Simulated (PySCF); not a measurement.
CH7InN2O (SMILES C[O][In]([NH2])[NH2]), singlet, geometry from GFN2-xTB (such geometries of metal compounds can be far from the true shape) (all electrons, no relativity); CASSCF(6,7)/STO-3G (PySCF).

PySCF was given this input:
```python
from pyscf import gto, scf, mcscf
import numpy

mol = gto.M(
    atom='''
In   -0.041599    0.014262    0.336723
O     0.817634   -0.480486   -1.401592
C     0.446133    0.036503   -2.651179
H     0.225175    1.110327   -2.617736
H     1.290163   -0.117348   -3.332242
H    -0.429889   -0.484371   -3.052798
N    -1.445056    1.531908    0.283629
H    -1.095079    2.331658   -0.237119
H    -1.649774    1.859324    1.221908
N     0.386266   -1.369250    1.801222
H     0.787467   -0.932288    2.626390
H     1.103964   -1.979854    1.418017
''',
    basis='sto-3g',
    charge=0,
    spin=0,
    verbose=4,
)

mf = scf.RHF(mol)
mf.kernel()
mc = mcscf.CASSCF(mf, 7, 6)
mc.fix_spin_(ss=0.0)
mc.kernel()
occ = numpy.linalg.eigvalsh(mc.fcisolver.make_rdm1(mc.ci, mc.ncas, mc.nelecas))[::-1]
ss = mc.fcisolver.spin_square(mc.ci, mc.ncas, mc.nelecas)[0]
print('natural occupations', occ.round(4), ' <S^2>', round(ss, 4))
```

Q: What does PySCF print? Leave out banner, timings and long lists.

A: 
```
PySCF version 2.14.0

[INPUT] verbose = 4
[INPUT] num. atoms = 12
[INPUT] num. electrons = 84
[INPUT] charge = 0
[INPUT] spin (= nelec alpha-beta = 2S) = 0
[INPUT] symmetry False subgroup None
[INPUT] Mole.unit = angstrom
[INPUT] Symbol           X                Y                Z      unit          X                Y                Z       unit  Magmom
[...]
nuclear repulsion = 494.948984762911
number of shells = 30
number of NR pGTOs = 162
number of NR cGTOs = 54
basis = sto-3g
ecp = {}

******** <class 'pyscf.scf.hf.RHF'> ********
method = RHF
initial guess = minao
damping factor = 0
level_shift factor = 0
DIIS = <class 'pyscf.scf.diis.CDIIS'>
diis_start_cycle = 1
diis_space = 8
diis_damp = 0
SCF conv_tol = 1e-09
SCF conv_tol_grad = None
SCF max_cycles = 50
direct_scf = True
direct_scf_tol = 1e-13
Set gradient conv threshold to 3.16228e-05
Initial guess from minao.
init E= -5890.39356330807
[...]
cycle= 1 E= -5905.50321476236  delta_E= -15.1  |g|= 0.687  |ddm|= 4.21
[...]
cycle= 2 E= -5905.68191054512  delta_E= -0.179  |g|= 0.208  |ddm|= 1.23
[...]
cycle= 3 E= -5905.69952778399  delta_E= -0.0176  |g|= 0.0588  |ddm|= 0.389
[...]
cycle= 4 E= -5905.70131478245  delta_E= -0.00179  |g|= 0.0138  |ddm|= 0.118
[...]
cycle= 5 E= -5905.70146751775  delta_E= -0.000153  |g|= 0.00436  |ddm|= 0.0422
[...]
cycle= 6 E= -5905.70148534074  delta_E= -1.78e-05  |g|= 0.00138  |ddm|= 0.015
[...]
cycle= 7 E= -5905.70148772648  delta_E= -2.39e-06  |g|= 0.000263  |ddm|= 0.00705
[...]
cycle= 8 E= -5905.70148781392  delta_E= -8.74e-08  |g|= 8.66e-05  |ddm|= 0.00115
[...]
cycle= 9 E= -5905.70148782336  delta_E= -9.44e-09  |g|= 2.5e-05  |ddm|= 0.000393
[...]
cycle= 10 E= -5905.7014878241  delta_E= -7.31e-10  |g|= 8.28e-06  |ddm|= 0.0001
[...]
Extra cycle  E= -5905.70148782417  delta_E= -7.09e-11  |g|= 4.19e-06  |ddm|= 2.31e-05
converged SCF energy = -5905.70148782417

******** <class 'pyscf.mcscf.mc1step.CASSCF'> ********
CAS (3e+3e, 7o), ncore = 39, nvir = 8
max_cycle_macro = 50
max_cycle_micro = 4
conv_tol = 1e-07
conv_tol_grad = None
orbital rotation max_stepsize = 0.02
orbital rotation threshold for CI restart = 0.01
augmented hessian ah_max_cycle = 30
augmented hessian ah_conv_tol = 1e-12
augmented hessian ah_linear dependence = 1e-14
augmented hessian ah_level shift = 1e-08
augmented hessian ah_start_tol = 2.5
augmented hessian ah_start_cycle = 3
augmented hessian ah_grad_trust_region = 3
kf_trust_region = 3
kf_interval = 4
ci_response_space = 4
ci_grad_trust_region = 3
with_dep4 0
natorb = False
canonicalization = True
sorting_mo_energy = False
ao2mo_level = 2
internal_rotation = False
******** <class 'pyscf.fci.addons.SpinPenaltyFCISolver'> ********
max. cycles = 50
conv_tol = 1e-08
davidson only = True
linear dependence = 1e-12
level shift = 0.001
max iter space = 12
nroots = 1
pspace_size = 400
spin = None
CASCI E = -5905.71472720463  S^2 = 0.0000000
Set conv_tol_grad to 0.000316228
macro iter   1 ( 21 JK    4 micro), CASSCF E = -5905.72812030147  dE = -1.33930968e-02  S^2 = 0.0000000
               |grad[o]|=0.0297  |grad[c]|=0.115  |ddm|=0.0586  |maxRot[o]|=0.286
macro iter   2 ( 21 JK    4 micro), CASSCF E = -5905.73474476617  dE = -6.62446470e-03  S^2 = 0.0000000
               |grad[o]|=0.0233  |grad[c]|=0.0888  |ddm|=0.0596  |maxRot[o]|= 0.17
macro iter   3 ( 21 JK    4 micro), CASSCF E = -5905.73790435882  dE = -3.15959265e-03  S^2 = 0.0000000
               |grad[o]|=0.0178  |grad[c]|=0.028  |ddm|=0.0235  |maxRot[o]|=0.138
macro iter   4 ( 21 JK    4 micro), CASSCF E = -5905.73884778348  dE = -9.43424663e-04  S^2 = 0.0000000
               |grad[o]|=0.0106  |grad[c]|=0.014  |ddm|=0.011  |maxRot[o]|=0.0838
macro iter   5 ( 17 JK    4 micro), CASSCF E = -5905.74029315806  dE = -1.44537458e-03  S^2 = 0.0000000
               |grad[o]|=0.00682  |grad[c]|=0.0109  |ddm|=0.0103  |maxRot[o]|=0.0657
macro iter   6 ( 21 JK    4 micro), CASSCF E = -5905.74084180398  dE = -5.48645920e-04  S^2 = 0.0000000
[...]
               |grad[o]|= 0.01  |grad[c]|=0.0115  |ddm|=0.00797  |maxRot[o]|=0.0119
macro iter  33 ( 21 JK    4 micro), CASSCF E = -5905.75296514038  dE = -5.17278722e-05  S^2 = 0.0000000
               |grad[o]|=0.00996  |grad[c]|=0.0113  |ddm|=0.00793  |maxRot[o]|=0.0111
macro iter  34 ( 21 JK    4 micro), CASSCF E = -5905.75300854474  dE = -4.34043632e-05  S^2 = 0.0000000
               |grad[o]|=0.0099  |grad[c]|=0.0112  |ddm|=0.0079  |maxRot[o]|=0.0103
macro iter  35 ( 21 JK    4 micro), CASSCF E = -5905.75304530556  dE = -3.67608191e-05  S^2 = 0.0000000
               |grad[o]|=0.00985  |grad[c]|=0.0111  |ddm|=0.00787  |maxRot[o]|=0.00958
macro iter  36 ( 21 JK    4 micro), CASSCF E = -5905.75307567735  dE = -3.03717852e-05  S^2 = 0.0000000
               |grad[o]|=0.0098  |grad[c]|=0.011  |ddm|=0.00786  |maxRot[o]|=0.0089
macro iter  37 ( 21 JK    4 micro), CASSCF E = -5905.75310067857  dE = -2.50012290e-05  S^2 = 0.0000000
               |grad[o]|=0.00977  |grad[c]|=0.011  |ddm|=0.00785  |maxRot[o]|=0.0083
macro iter  38 ( 21 JK    4 micro), CASSCF E = -5905.75312067451  dE = -1.99959322e-05  S^2 = 0.0000000
               |grad[o]|=0.00973  |grad[c]|=0.011  |ddm|=0.00786  |maxRot[o]|=0.00775
macro iter  39 ( 21 JK    4 micro), CASSCF E = -5905.75313627893  dE = -1.56044234e-05  S^2 = 0.0000000
               |grad[o]|=0.0097  |grad[c]|=0.0109  |ddm|=0.00786  |maxRot[o]|=0.00729
macro iter  40 ( 21 JK    4 micro), CASSCF E = -5905.75314785297  dE = -1.15740386e-05  S^2 = 0.0000000
               |grad[o]|=0.00967  |grad[c]|=0.0109  |ddm|=0.00787  |maxRot[o]|=0.00689
macro iter  41 ( 21 JK    4 micro), CASSCF E = -5905.75315576513  dE = -7.91215643e-06  S^2 = 0.0000000
               |grad[o]|=0.00965  |grad[c]|=0.011  |ddm|=0.00789  |maxRot[o]|=0.00656
macro iter  42 ( 21 JK    4 micro), CASSCF E = -5905.75316031503  dE = -4.54990914e-06  S^2 = 0.0000000
               |grad[o]|=0.00963  |grad[c]|=0.011  |ddm|=0.00791  |maxRot[o]|=0.00629
macro iter  43 ( 21 JK    4 micro), CASSCF E = -5905.75316176917  dE = -1.45413651e-06  S^2 = 0.0000000
               |grad[o]|=0.00961  |grad[c]|=0.011  |ddm|=0.00794  |maxRot[o]|=0.00608
macro iter  44 ( 21 JK    4 micro), CASSCF E = -5905.75316034947  dE =  1.41970122e-06  S^2 = 0.0000000
               |grad[o]|=0.0096  |grad[c]|=0.0111  |ddm|=0.00797  |maxRot[o]|=0.00614
macro iter  45 ( 17 JK    4 micro), CASSCF E = -5905.75478833449  dE = -1.62798502e-03  S^2 = 0.0000000
               |grad[o]|=0.00959  |grad[c]|=0.0042  |ddm|=0.00811  |maxRot[o]|=0.0689
macro iter  46 ( 11 JK    3 micro), CASSCF E = -5905.75611468972  dE = -1.32635523e-03  S^2 = 0.0000000
               |grad[o]|=0.00781  |grad[c]|=0.00393  |ddm|=0.00836  |maxRot[o]|=0.0711
macro iter  47 ( 21 JK    4 micro), CASSCF E = -5905.75618678453  dE = -7.20948101e-05  S^2 = 0.0000000
               |grad[o]|=0.00586  |grad[c]|=0.00565  |ddm|=0.00546  |maxRot[o]|=0.0405
macro iter  48 ( 21 JK    4 micro), CASSCF E = -5905.75620798129  dE = -2.11967581e-05  S^2 = 0.0000000
               |grad[o]|=0.00561  |grad[c]|=0.00656  |ddm|=0.00469  |maxRot[o]|=0.00838
macro iter  49 ( 21 JK    4 micro), CASSCF E = -5905.75624524062  dE = -3.72593322e-05  S^2 = 0.0000000
               |grad[o]|=0.00557  |grad[c]|=0.00739  |ddm|=0.0053  |maxRot[o]|=0.00937
macro iter  50 ( 21 JK    4 micro), CASSCF E = -5905.75627643319  dE = -3.11925687e-05  S^2 = 0.0000000
               |grad[o]|=0.00548  |grad[c]|=0.0079  |ddm|=0.00582  |maxRot[o]|=0.00817
1-step CASSCF not converged,  50 macro (1023 JK 198 micro) steps
CASSCF canonicalization
Density matrix diagonal elements [1.97083268 1.97008206 1.97250547 0.02706644 0.0288184  0.01727445
 0.01342051]
CASSCF energy = -5905.75627643319
CASCI E = -5905.75627643319  E(CI) = -8.38917677399695  S^2 = 0.0000000
natural occupations [1.9758e+00 1.9736e+00 1.9686e+00 3.4700e-02 2.6200e-02 2.0200e-02
 8.0000e-04]  <S^2> 0.0
```

The run did not converge; its last values are not results.
